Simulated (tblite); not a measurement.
Species: C6H11FSSi.
Numbering: `[CH2:1]=[CH:2][C@@:3]([CH3:4])([SiH3:5])[C:6](=[S:7])[CH2:8][F:9]` (hydrogens: H10, H11 on C1; H12 on C2; H13, H14, H15 on C4; H16, H17, H18 on Si5; H19, H20 on C8)

Cartesian coordinates in Å at the GFN2-xTB level; atoms count from 1:
```xyz
20
C6H11FSSi angstrom
C     -0.602   -0.770   -2.242
C     -0.451   -0.806   -0.929
C      0.050    0.313   -0.073
C      0.433    1.562   -0.862
Si    -1.469    0.826    1.073
C      1.109   -0.093    0.859
S      2.310    0.909    1.342
C      1.164   -1.491    1.410
F     -0.064   -2.008    1.753
H     -0.358    0.088   -2.844
H     -0.975   -1.627   -2.777
H     -0.722   -1.710   -0.403
H      1.287    1.352   -1.505
H      0.716    2.367   -0.188
H     -0.399    1.900   -1.474
H     -2.445    1.373    0.132
H     -1.998   -0.337    1.769
H     -0.963    1.846    1.987
H      1.782   -1.516    2.312
H      1.591   -2.168    0.658
```

All values are computed: GFN2-xTB (tblite) harmonic vibrations without scaling, gas phase. The method is semi-empirical: single wavenumbers can be off by several per cent or more. Modes of hydrogen on silicon can be 10 to 20 % off. One conformer, not necessarily the lowest.

Harmonic wavenumbers (cm⁻¹): 46.2, 61.2, 91.8, 115.0, 144.8, 183.8, 231.5, 254.2, 271.6, 290.4, 322.4, 348.3, 423.2, 441.2, 522.7, 548.1, 566.7, 577.6, 668.9, 745.1, 755.2, 767.3, 802.7, 888.3, 894.6, 932.8, 1014.3, 1020.8, 1026.9, 1069.3, 1077.5, 1147.7, 1195.6, 1219.6, 1263.6, 1322.9, 1335.7, 1404.3, 1416.5, 1424.9, 1493.6, 1501.7, 1691.0, 2288.8, 2304.7, 2357.8, 2902.4, 2968.6, 3010.0, 3036.2, 3041.9, 3086.7, 3112.6, 3141.1.

A = 1235, B = 986.1, C = 864.7 MHz; mass 162.033 u (most abundant isotopes); point group C1, symmetry number 1.

Question: What is the zero-point energy?

Answer: ½Σν̃ = 32386 cm⁻¹ = 387.43 kJ/mol.

Question: Give the ideal-gas entropy at 298.15 K and 1 bar in the rigid-rotor, harmonic-oscillator model (classical rotation).

Answer: Translation 172.31, rotation 125.95, vibration 153.01: S = 451.3 J/(mol K).

Question: And Cp and H(298.15 K) − H(0)?

Answer: Cp = 190.42 J/(mol K), of which vibrations give 157.17 (their classical limit is 54 R = 449.0); H(298.15 K) − H(0) = 34.11 kJ/mol without the zero-point energy, 24.19 from vibrations.

Question: Which modes carry the vibrational entropy at 298.15 K?

Answer: 46.2 cm⁻¹: 20.81; 61.2 cm⁻¹: 18.49; 91.8 cm⁻¹: 15.15; 115.0 cm⁻¹: 13.32; 144.8 cm⁻¹: 11.46; 183.8 cm⁻¹: 9.58 J/(mol K); the other 48 give 64.20 together.

Question: How do the functions run with temperature in this model?

Answer: 
```
T (K)  S (J/(mol K))  Cp (J/(mol K))  H − H(0) (kJ/mol)  G − H(0) (kJ/mol)  ln q(vib)
  100          305.9            90.4               5.97             -24.62       2.11
  200          385.2           143.1              17.71             -59.33       5.40
  300          452.4           191.3              34.46            -101.27       8.70
  500          569.7           269.5              81.02            -203.81      15.08
  800          713.7           342.5             173.84            -397.14      23.89
 1000          793.7           373.9             245.65            -548.07      29.21
```

q(vib) and H(0) count from the zero-point level.

Question: What must be added to the electronic energy to get the Gibbs energy at 298.15 K and 1 bar?

Answer: ZPE + [H(298.15 K) − H(0)] − T·S = 387.43 + 34.11 − 134.54 = 287.00 kJ/mol.

Hindered rotation and anharmonicity are outside this model. Other conformers, if any are populated, would add a mixing term that is left out. The structure is chiral; the term R ln 2 for an equal mix with its mirror image is left out.
